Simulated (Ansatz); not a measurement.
Start from `O[SiH2]S[Si](O)(O)O` and change one atom or group to get `BO[Si](O)(O)O`.

Ansatz, PBE0-D4/def2-TZVP geometries, multiplicity 1. Each molecule was computed in one conformer, which needn't be the lowest.

```csv
property,`O[SiH2]S[Si](O)(O)O`
LUMO energy (PBE0/def2-TZVPP) / eV,-0.09
HOMO energy (B3LYP/def2-TZVPP) / eV,-7.32
LUMO energy (PBE/def2-TZVPP) / eV,-0.95
HOMO energy (ωB97M-V/def2-TZVPP) / eV,-9.75
HOMO–LUMO gap (PBE/def2-TZVPP) / eV,5.35
size of the dipole moment (PBE/def2-TZVPP) / D,1.13
```

Problem. What does the change do to each property? (An estimate is asked.)

Solution. The calculation gave: 
| property | `BO[Si](O)(O)O` | shift |
| --- | --- | --- |
| LUMO energy (PBE0/def2-TZVPP) / eV | -0.60 | -0.51 |
| HOMO energy (B3LYP/def2-TZVPP) / eV | -8.31 | -0.99 |
| LUMO energy (PBE/def2-TZVPP) / eV | -1.61 | -0.66 |
| HOMO energy (ωB97M-V/def2-TZVPP) / eV | -10.87 | -1.12 |
| HOMO–LUMO gap (PBE/def2-TZVPP) / eV | 5.37 | 0.02 |
| size of the dipole moment (PBE/def2-TZVPP) / D | 1.55 | 0.42 |

With PBE0 the HOMO falls by 0.93 eV and the LUMO falls by 0.51 eV, so the gap widens by about 0.42 eV. PBE moves the HOMO by -0.68 eV and ωB97M-V by -1.12 eV. Dipoles are sizes alone; their direction can turn.

B3LYP here is the variant with VWN-RPA as its local correlation; programs differ in this.
